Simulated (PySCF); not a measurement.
B(F)(Me)(NH2) (CH5BFN), SMILES CB(N)F. Heavy atoms are numbered as in [B:1]([F:2])([CH3:3])[NH2:7]. Hydrogens are named by the atom that carries them.

Geometry: ωB97X-D3(BJ)/def2-SVP. Other conformers were not sampled.

The numbers are results of PBE0/pcSseg-1 run with PySCF, not measurements.

GIAO shieldings, no solvent; atoms alike by connectivity are averaged. δ = σ(ref) − σ: ¹¹B against BF3 (σ = 88.8 ppm); ¹⁹F against CFCl3 (σ = 167.2 ppm); ¹³C against TMS (σ = 186.3 ppm); ¹H against TMS (σ = 31.56 ppm); ¹⁵N against NH3 (σ = 267.4 ppm), references at their B3LYP-D3(BJ)/def2-TZVP geometries, non-relativistic.

```json
[
 {"nucleus": "¹¹B", "atoms": "B1", "count": "1", "δ (ppm)": "21.7"},
 {"nucleus": "¹⁹F", "atoms": "F2", "count": "1", "δ (ppm)": "-113.9"},
 {"nucleus": "¹³C", "atoms": "C3 (CH3)", "count": "1", "δ (ppm)": "0.9"},
 {"nucleus": "¹H", "atoms": "H on N7", "count": "2", "δ (ppm)": "3.15"},
 {"nucleus": "¹H", "atoms": "H on C3", "count": "3", "δ (ppm)": "0.53"},
 {"nucleus": "¹⁵N", "atoms": "N7 (NH2)", "count": "1", "δ (ppm)": "85.2"}
]
```
